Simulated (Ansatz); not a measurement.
ClFS₂W, SMILES `[F][W](=[S])(=[S])[Cl]`, relaxed with RKS PBE-D4/def2-SVP in Ansatz 0.2.0 from a rough embedded geometry. The force threshold is 0.03 eV/Å; the program also tests the step.

The species carries charge 0 and has multiplicity 1. W takes the def2 core potential.

Start:

```xyz
5

F     0.509   -2.023   -0.909
W     0.038    0.081   -0.197
S     0.681   -0.350    2.317
S     1.260    1.485   -1.464
Cl   -2.488    0.808    0.252
```

```tsv
step	energy (eV)	largest force (eV/Å)	largest move (Å)
1	-38709.1559	4.981	0.000
2	-38712.2763	4.045	0.195
3	-38713.5248	2.345	0.195
4	-38713.7829	1.369	0.196
5	-38713.8269	0.095	0.055
6	-38713.8275	0.009	0.007
```

End:

```xyz
5

F     0.250   -1.759   -0.844
W    -0.003   -0.091   -0.046
S     0.774   -0.152    1.946
S     1.132    1.371   -1.118
Cl   -2.153    0.631    0.062
```

It took 11 s on 4 threads of an Arm Neoverse V1 on a shared host, with 0.16 GiB of host memory at the peak.
